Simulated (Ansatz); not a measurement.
Relaxation of AlH6N3 (10 atoms, charge 0, multiplicity 1), to a largest force component of 0.015 eV/Å in at most 40 steps.

The calculation used RKS PBE0-D4/6-31G in Ansatz 0.2.0.

```xyz
10
Properties=species:S:1:pos:R:3
N -1.508 0.170 -1.024
Al -0.068 -0.202 0.080
N 0.332 -2.019 0.453
N 1.076 1.219 0.806
H -1.187 0.777 -1.849
H -2.185 0.853 -0.482
H -0.470 -2.609 -0.024
H 0.148 -2.170 1.476
H 0.360 1.841 1.395
H 1.354 1.772 0.025
```

Problem. Where does it end, and by what steps?

Solution. The forces met the threshold. Limits of this set-up: no polarisation functions. After 10 steps the energy has fallen by 2.343 eV; H10 moved furthest, 1.33 Å.

```
step  energy less start (eV)  largest force component (eV/Å)  accepted
   0                  0.0000                           3.828       yes
   1                 -0.9175                           2.254       yes
   2                 -1.5942                           1.182       yes
   3                 -1.8405                           0.631       yes
   4                 -1.9628                           0.424       yes
   5                 -2.0915                           0.763       yes
   6                 -2.2254                           0.563       yes
   7                 -2.3114                           0.229       yes
   8                 -2.3418                           0.068       yes
   9                 -2.3432                           0.040       yes
  10                 -2.3435                           0.001       yes
```

```xyz
10
Properties=species:S:1:pos:R:3
N -1.595 0.430 -0.962
Al -0.215 -0.036 0.086
N 0.022 -1.755 0.545
N 0.929 1.215 0.675
H -1.634 1.282 -1.501
H -2.426 -0.128 -1.086
H -0.371 -2.535 0.039
H 0.564 -2.060 1.339
H 0.714 2.200 0.725
H 1.865 1.021 0.997
```

Whether the end is a true minimum wasn't checked by a vibrational analysis.

Time of the run: 74 s on 1 thread of Intel(R) Xeon(R) Processor @ 2.50GHz (Skylake/Cascade Lake), on a shared host, peak memory 0.13 GiB.
